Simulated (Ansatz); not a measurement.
Species: dibromo(dimethoxy)silane, C2H6Br2O2Si (charge 0, singlet). 
Coordinates optimised at B3LYP-D3(BJ)/def2-TZVP (Ansatz, a first-principles code):
SMILES: CO[Si](Br)(Br)OC
```xyz
13

C     -2.0439     1.8520     0.2770
O     -0.6516     1.6721     0.5181
Si     0.2176     0.3354     0.2461
Br    -0.5024    -1.3493     1.4832
Br     0.0279    -0.2132    -1.9106
O      1.7598     0.5966     0.6318
C      2.6087     1.5843     0.0463
H     -2.2743     1.7030    -0.7797
H     -2.2960     2.8717     0.5617
H     -2.6306     1.1540     0.8776
H      2.7075     1.4180    -1.0282
H      2.2131     2.5855     0.2249
H      3.5856     1.4911     0.5164
```

Basis-set convergence of Hartree-Fock and CCSD correlation energies (hartree) with Ansatz. Valence correlation only, unless marked. Spin-orbit coupling is left out. Frozen are the shells of the preceding noble gas and the d and f shells that filled before the atom's block. No relativistic terms.

```csv
basis,functions,E(HF),"E(corr, CCSD)"
def2-SVP,168,-5661.99935,-1.03482
def2-TZVPP,346,-5663.02243,-1.30573
def2-QZVPP,656,-5663.14167,-1.40068
```

Extrapolating the two largest sets (X = 3 and 4) as X^-3: E(corr) = (64·(-1.40068) - 27·(-1.30573))/37 = -1.4700 Eh, an estimate of the basis-set limit. The largest set recovers 95.3 % of it, the smallest 70.4 %.
